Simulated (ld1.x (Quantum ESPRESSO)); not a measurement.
## Configuration tests for tin (PAW)

- Element: Sn
- Generator: ld1.x (Quantum ESPRESSO) 7.5
- Type: PAW
- Functional: PBE
- Relativity: fully relativistic
- Frozen core: [Kr]
- Valence charge: 14
- Reference configuration: 4d10 5s2 5p2
- Partial waves: 5s (bound): rcut 1.85, rcutus 2.10 bohr; 5s channel at 0.4 Ry: rcut 1.85, rcutus 2.10 bohr; 5p (bound): rcut 2.20, rcutus 2.45 bohr; 5p channel at 2.15 Ry: rcut 2.20, rcutus 2.45 bohr; 4d (bound): rcut 1.30, rcutus 1.40 bohr; 4d channel at 2.15 Ry: rcut 1.30, rcutus 1.40 bohr
- Local potential: all-electron potential smoothed inside 1.90 bohr (lloc = -1)
- Core correction: Bessel-smoothed model core, default radius (core density twice the valence density)
- Augmentation charge: BESSEL, radius 1.25 bohr

Open shells are filled in proportion to 2j + 1 (rel_dist='average').

Energies are relative to the spin-unpolarised reference configuration 4d10 5s2 5p2; without spin polarisation the order of configurations can differ from experiment.

Q: Give the all-electron excitation energy and the error of the potential for: 4d10 5s2 5p1; 4d10 5s2 5p0; 4d10 5s1 5p0; 4d10 5s2 5p1.5; 4d10 5s0 5p0; 4d10 5s1 5p2; 4d10 5s2 5p2.3.

A:

```
valence configuration  charge  ΔE all-electron (eV)  error AE − PS (meV)
         4d10 5s2 5p1      +1                 6.887                 +0.5
         4d10 5s2 5p0      +2                20.858                 +3.5
         4d10 5s1 5p0      +3                51.828                 +5.0
       4d10 5s2 5p1.5    +0.5                 2.622                 +0.1
         4d10 5s0 5p0      +4                92.952                 -2.9
         4d10 5s1 5p2      +1                14.517                 -0.3
       4d10 5s2 5p2.3    -0.3                -0.853                 -0.1
```

Levels in the configuration 4d10 5s1 5p2:

| level | all-electron (eV) | pseudo (eV) |
| --- | --- | --- |
| 4d j=3/2 | -35.888 | -35.899 |
| 4d j=5/2 | -34.839 | -34.850 |
| 5s j=1/2 | -18.691 | -18.692 |
| 5p j=1/2 | -11.371 | -11.371 |
| 5p j=3/2 | -10.771 | -10.771 |

The ghost test of this file was not conclusive.
